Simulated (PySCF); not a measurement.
C₂H₃, charge +1, multiplicity 1. Atoms are numbered in the order given.

```xyz
5

C      0.0000     0.0000    -0.5796
C      0.0000     0.0000     0.6721
H      0.0000     0.0000     1.7533
H      0.0000    -0.9394    -1.1541
H      0.0000     0.9394    -1.1541
```
Charge +1, spin multiplicity 1.

Geometry optimised at B3LYP-D3(BJ)/def2-TZVP.

All values below come from SMD-PBE0/def2-SVP in PySCF.

Solvation free energies are E(SMD) − E(gas) at the gas-phase geometry, for 1 M in both phases.

Computed solvation free energies in water, dimethylsulfoxide, 2-propanol:
```
solvent            ΔG(solv) (kcal/mol)  its non-electrostatic (CDS) part
-----------------  -------------------  --------------------------------
water                            -74.0                               3.7
dimethylsulfoxide                -74.5                               2.5
2-propanol                       -72.7                               1.9
```
